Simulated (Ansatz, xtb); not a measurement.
Diatomic TeRu, multiplicity 5 (lowest of 2S+1 = 1, 3, 5, 7 at PBE0/def2-TZVPP; our sources give no spin for the ground state, which may be another). No spin–orbit coupling.

Seven points along R, fitted to fifth degree in 1/R; most abundant isotopes. Runs in def2 and cc sets follow the lowest solution found near the PBE0 minimum.

Programs: Ansatz (Gaussian basis) for Hartree–Fock, density functionals and correlated methods; xtb for the GFN methods. Each number belongs to the level named beside it. In def2 rows elements past Kr take small-core potentials, without spin–orbit coupling. The GFN methods have no spin term and hold the electronic entropy of 300 K.

| level | r_e (Å) | ω_e (cm⁻¹) | ω_e x_e (cm⁻¹) | B_e (cm⁻¹) | dipole (D) |
|---|---|---|---|---|---|
| GFN1-xTB | 2.463 | 299 | 1.3 | 0.0486 | - |
| GFN2-xTB | 2.401 | 273 | 4.5 | 0.0512 | - |
| SVWN5/def2-TZVPP | 2.377 | 291 | 0.59 | 0.0522 | 2.70 |
| PBE/def2-TZVPP | 2.418 | 272 | 0.58 | 0.0505 | 2.93 |
| r2SCAN/def2-TZVPP | 2.405 | 281 | 0.56 | 0.0510 | 3.42 |
| B97M-V/def2-TZVPP | 2.432 | 266 | 0.56 | 0.0499 | 3.51 |
| B3LYP/def2-TZVPP | 2.428 | 271 | 0.55 | 0.0501 | 3.54 |
| PBE0/def2-TZVPP | 2.402 | 283 | 0.54 | 0.0511 | 3.78 |
| CAM-B3LYP/def2-TZVPP | 2.402 | 288 | 0.51 | 0.0512 | 4.04 |
| wB97X-V/def2-TZVPP | 2.390 | 296 | 0.50 | 0.0517 | 4.44 |

Ansatz is a first-principles code.
